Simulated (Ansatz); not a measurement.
`[CH3][AlH][C](=N)Cl` + H₂Se → `[CH3][AlH][C](=N)[SeH]` + HCl  (substitution at a C–Cl bond)

Computed with Ansatz on PBE0-D4/def2-TZVP structures; ΔE is electronic, products minus reactants. CCSD(T)/CBS is the MP2 limit (def2-TZVPP, def2-QZVPP) plus CCSD(T) − MP2 in def2-TZVPP, frozen cores. This one scheme is used for every species. DFT in def2-TZVPP. For Se outer-core shells are correlated without core-valence functions, which leaves a few kJ/mol of doubt a bond. Scalar relativity is left out up to krypton. One conformer a species, not always the lowest.

CCSD(T)/CBS gives -3.5 kcal/mol.

**Question.** Another level gave -2.0 kcal/mol. Which?
A. HF/def2-TZVPP
B. PBE0/def2-TZVPP
C. CCSD/def2-TZVPP
D. MP2/def2-TZVPP

**Answer.** B. PBE0 -2.0, HF/def2-TZVPP 0.1, CCSD/def2-TZVPP -3.3, MP2/def2-TZVPP -4.6 kcal/mol.

Largest T1 diagnostic among the species: 0.012.

The D4 term adds −1.3 kcal/mol with B3LYP and −0.7 kcal/mol with PBE0; it sums over pairs of atoms, weighted by their polarisabilities, and B3LYP, whose exchange is more repulsive, gets the larger term. In def2-TZVPP, CCSD(T) changes the Hartree–Fock value by −3.9 kcal/mol (the triples alone add −0.5 kcal/mol) and MP2 by −4.6 kcal/mol.

CCSD(T)/CBS has its own doubt, a few kJ/mol and more with outer-core shells, so smaller differences from it don't rank the levels.

B3LYP here is the variant with VWN-RPA as its local correlation; programs differ in this.
